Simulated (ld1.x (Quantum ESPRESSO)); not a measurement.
praseodymium (Pr), ultrasoft: configuration errors across variants

```
Element                 : Pr (Z = 59)
Generator               : ld1.x (Quantum ESPRESSO) 7.5
Type                    : ultrasoft
Functional              : BP86
Relativity              : fully relativistic
Frozen core             : [Kr] 4d10
Valence charge          : 13
Reference configuration : 4f3 5s2 5p6 5d0 6s1.75 6p0.25
Partial waves           : 5s (bound): rcut 1.95, rcutus 2.20 bohr; 6s (bound): rcut 1.95, rcutus 2.20 bohr; 5p (bound): rcut 2.45, rcutus 2.95 bohr; 6p (bound): rcut 2.45, rcutus 2.95 bohr; 5d (bound, empty): rcut 3.05, rcutus 3.30 bohr; 5d channel at 4.9 Ry: rcut 3.05, rcutus 3.30 bohr; 4f (bound): rcut 1.25, rcutus 1.65 bohr; 4f channel at 2.15 Ry: rcut 1.25, rcutus 1.65 bohr
Local potential         : all-electron potential smoothed inside 2.50 bohr (lloc = -1)
Core correction         : none
Augmentation charge     : PSQ, radius 0.90 bohr
```

Open shells are filled in proportion to 2j + 1 (rel_dist='average').

All-electron excitation energies from the reference (eV): (1) 4f3 5s2 5p6 5d0 6s2 6p0 -0.569; (2) 4f3 5s2 5p6 5d0 6s1 6p0 5.320; (3) 4f3 5s2 5p6 5d0 6s0 6p0 15.988.

The overlap operator is not positive definite (basis up to 400 Ry) in “base”, “waves 5s (bound): rcut 1.95, rcutus 2.58 bohr; 6s (bound): rcut 1.95, rcutus 2.58 bohr”, “waves 4f (bound): rcut 1.25, rcutus 1.36 bohr; 4f channel at 2.15 Ry: rcut 1.25, rcutus 1.36 bohr”, “core correction a·sin(br)/r model core inside 1.20 bohr”. Such files are unfit for use, however small their errors in these radial tests.

5 further variants failed, have other tests or another functional or relativity, and are left out.

Errors AE − PS in meV (a dash: test not solved or not reliable):

| change | (1) | (2) | (3) | bound ghosts |
| --- | --- | --- | --- | --- |
| base | -0.1 | -0.1 | +2.7 | not determined (overlap not positive) |
| type PAW; local potential all-electron potential smoothed inside 3.20 bohr (lloc = -1); core correction a·sin(br)/r model core, default radius (ld1.x builds one for every PAW set, though the input has nlcc=.false.); augmentation BESSEL, radius 1.35 bohr | +0.1 | +0.3 | +0.1 | not determined |
| waves 5s (bound): rcut 1.95, rcutus 2.58 bohr; 6s (bound): rcut 1.95, rcutus 2.58 bohr | -0.1 | +0.1 | +3.1 | not determined (overlap not positive) |
| waves 4f (bound): rcut 1.25, rcutus 1.36 bohr; 4f channel at 2.15 Ry: rcut 1.25, rcutus 1.36 bohr | -0.1 | -0.2 | +2.7 | not determined (overlap not positive) |
| core correction a·sin(br)/r model core inside 1.20 bohr | -0.1 | -0.3 | -0.1 | not determined (overlap not positive) |

Give the same row for: local potential all-electron potential smoothed inside 3.74 bohr (lloc = -1).

-0.1, +0.3, +2.4; bound ghosts: none.
